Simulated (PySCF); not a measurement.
# Structure elucidation problem

The spectra below were simulated for a compound C5H6F3OP.

1H NMR (400 MHz, computed): δ 7.00 (m, 1H), 6.77 (m, 1H), 6.20 (m, 1H), 1.59 (m, 3H).

13C{1H} NMR (computed): δ 170.3 (C), 146.5 (CH2), 138.5 (CH), 138.2 (C), 17.1 (CH3).

[PySCF 2.14: geometry: GFN2-xTB; NMR shieldings at PBE0/pcSseg-1/GIAO; no relativistic terms; a single conformation; fast rotation and ring inversion assumed for equivalent nuclei; gas phase]

Chemical shifts δ = σref − σ; TMS for 1H (σref 31.72) and 13C (σref 186.93), all at this level.

**Question.** Choose the structure that fits.
A. C=C[P@](C)(=O)C(F)=C(F)F
B. C=C[C@@H]1C[P@]1(=O)C(F)(F)F
C. CC(=O)C/P=C/C(F)(F)F

**Answer.** A. 

1. 5 carbon signals for 5 carbons: no two carbons are equivalent.
2. Carbon types of the structure: 2 × C, 1 × CH, 1 × CH2, 1 × CH3, which accounts for all hydrogens.
3. δC 170.3, 138.2: fully substituted alkene carbon.
4. δC 146.5: terminal =CH2 carbon; the olefinic region.
5. δC 138.5: alkene CH; as expected for a trigonal carbon in a double bond.
6. δH 7.00, 6.77: hydrogen on a terminal =CH2 carbon; attached to an sp2 carbon and in the plane of the double bond.
7. δH 6.20: hydrogen on an alkene CH; a vinylic proton, deshielded by the sp2 carbon and the C=C anisotropy.

The others: CC(=O)C/P=C/C(F)(F)F would give 3 signals for carbon-bound and other non-exchanging H, not 4; C=C[C@@H]1C[P@]1(=O)C(F)(F)F would give 6 signals for carbon-bound and other non-exchanging H, not 4.

Splittings by 19F and 31P in the carbon and heteronuclear signals aren't shown, as no couplings were computed. Shifts are as computed. Against solution values, carbons near 30 ppm lie about +3 ppm off and those near 130 ppm about +5 ppm. Of 1211 compounds with measured shifts, 218 miss one by over three times the rms of a fit or turn the order of signals round; such compounds aren't used in these exercises. Multiplicities follow the n + 1 count of equivalent neighbours, as no J values were calculated; m marks all less simple cases, F and P coupling included.
